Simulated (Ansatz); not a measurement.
# One elementary step

Start structure (SiH$_{4}$SO$_{2}$, singlet), relaxed at PBE0-D4/def2-TZVP:

Si1  (-0.334, 0.333, 0.184)
S2  (-0.573, -1.237, -1.251)
H3  (-1.575, 0.739, 0.859)
O4  (0.175, 1.634, -0.663)
O5  (0.660, -0.162, 1.386)
H6  (-0.666, -2.202, -0.321)
H7  (0.844, 1.513, -1.338)
H8  (1.468, -0.618, 1.143)
(Å)

The step: SiH₄SO₂ ([OH][SiH]([OH])[SH]) → SiH₂O₂ ([OH][Si][OH]) + H₂S; bonds formed: S2–H3; bonds broken: Si1–S2, Si1–H3. Program: Ansatz 0.2.0. Basis: def2-TZVPP and def2-QZVPP. Cores are frozen in the correlated methods. Extrapolation: Hartree–Fock as exp(−7.88 √X), correlation as X^−2.97. Energies below are by CCSD(T) at an estimated basis limit (MP2 extrapolated from triple and quadruple zeta, plus CCSD(T) − MP2 in triple zeta).

Problem. What are the electronic barrier and the energy of the step, from the start structure to the end structure? (Judge from chemistry; the value comes from the calculation.)

Solution. Computed: Barrier 69.47 kcal/mol; step energy 45.70 kcal/mol (uphill); reverse barrier, their difference, 23.77 kcal/mol. Barrier and step energy count from the start structure, the reverse barrier from the end structure.

The saddle point: One imaginary mode of 1001i cm⁻¹.
```tsv
pair	start (Å)	saddle (Å)	end (Å)
S2–H3	3.06	1.72	1.34
Si1–S2	2.14	2.56	3.23
Si1–H3	1.47	1.61	3.18
```

Zero-point energy (harmonic, PBE0-D4): ZPE is 29.75 kcal/mol at the start and 27.12 kcal/mol at the saddle, so the barrier goes from 69.47 to 66.84 kcal/mol.

First-order rate constant out of the start structure at 498 K by transition-state theory, with harmonic vibrational free energies alone and no tunnelling: ΔA‡ = 66.27 kcal/mol, so k = (kB T/h) exp(−ΔA‡/kB T) ≈ 10^-16 s⁻¹ (an order of magnitude at best: rotation, the number of equivalent paths and anharmonicity are left out).

The T1 diagnostic stays at or below 0.015. The restricted Hartree–Fock reference is unstable towards an unrestricted one at one or more of these structures.

Losses and insertions of silylenes and their heavier kin drive the gas-phase chemistry of silicon and germanium vapour deposition.

Labels in which every atom is bracketed show which atoms are joined, not bond orders.

For scale, one of the runs: CCSD(T)/def2-TZVPP, 202 basis functions (an equivalent command: `ansatz run in.yaml --threads 4`). Time: 30 s of wall clock on 4 CPU threads; the host was shared. Peak host memory: 2.5 GiB.
